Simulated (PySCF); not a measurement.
**Unknown: peak-picked proton spectrum**

Formula C10H10O3. The spectrum was simulated from the full spin Hamiltonian at 300 MHz with 0.6 Hz Lorentzian lines, from shifts rounded to 0.01 ppm and J to 0.1 Hz, couplings under 1 Hz left out.

Maxima in ppm (height), grouped by integral:
2H: 8.422 (3), 8.417 (21), 8.412 (6), 8.390 (8), 8.386 (29), 8.380 (5)
2H: 8.220 (5), 8.214 (29), 8.210 (8), 8.188 (6), 8.184 (21), 8.178 (3)
3H: 3.900 (100)
3H: 2.590 (100)

$^{13}$C{$^{1}$H} NMR (computed): δ 198.2, 169.5, 142.2, 137.4, 136.0, 133.8, 52.6, 27.7.

Computed data (PySCF 2.14.0 with density-fitted response routines): PBE0/pcSseg-1 with gauge-including orbitals, couplings computed with B3LYP/pcJ-1 (without the spin–dipole term), geometry from PBE0-D3(BJ)/def2-SVP. Non-relativistic, isolated molecule, one computed conformer, fast rotation and ring inversion assumed for equivalent nuclei.

Referencing at the same level of theory: $^{1}$H (31.27 ppm), $^{13}$C (184.41 ppm) vs TMS.

Question: Analyse the multiplets.

Answer: $^{1}$H NMR (300 MHz, computed): δ 8.40 (d, J = 9.2 Hz, 2H), 8.20 (d, J = 9.2 Hz, 2H), 3.90 (s, 3H), 2.59 (s, 3H). These are first-order names from the parameters used; overlap and second-order distortion can hide them in the list.

Question: What is the compound?

Answer: SMILES COC(=O)c1ccc(C(C)=O)cc1.

Structure with atom numbers: `[CH3:1][O:2][C:3](=[O:4])[c:5]1[cH:6][cH:7][c:8]([C:9]([CH3:10])=[O:11])[cH:12][cH:13]1`. Hydrogens are named by the atom that carries them.

1. δ 8.40: H(C6)/H(C13), hydrogen on an aromatic CH, coupled to H(C7)/H(C12) (9.2 Hz).
2. δ 8.20: H(C7)/H(C12), hydrogen on an aromatic CH, coupled to H(C6)/H(C13) (9.2 Hz).
3. δ 3.90: H(C1), hydrogen on a methyl carbon bonded to O.
4. δ 2.59: H(C10), hydrogen on a methyl carbon α to a carbonyl.

This is the structure that produced the data.

Splittings below 1 Hz are ignored in the labels, and close J values are merged. Couplings among chemically equivalent protons are left out too, so labels in AA′BB′ or AA′XX′ sets are apparent multiplicities. Unscaled 3J(H,H) at this level run about 10 % above measured values. Shifts are as computed. Against solution values, carbons near 30 ppm lie about +2 ppm off and those near 130 ppm about +5 ppm (rms about the fit 1.9 ppm; single classes can miss by 10 ppm). Of 1328 compounds with measured shifts, 309 miss one by over three times the rms of a fit or turn the order of signals round; such compounds aren't used in these exercises. Signals without a measured value on file couldn't be tested in this way; 1H shifts scatter by 0.2 ppm about their fit, and single ones miss by 0.5 ppm.
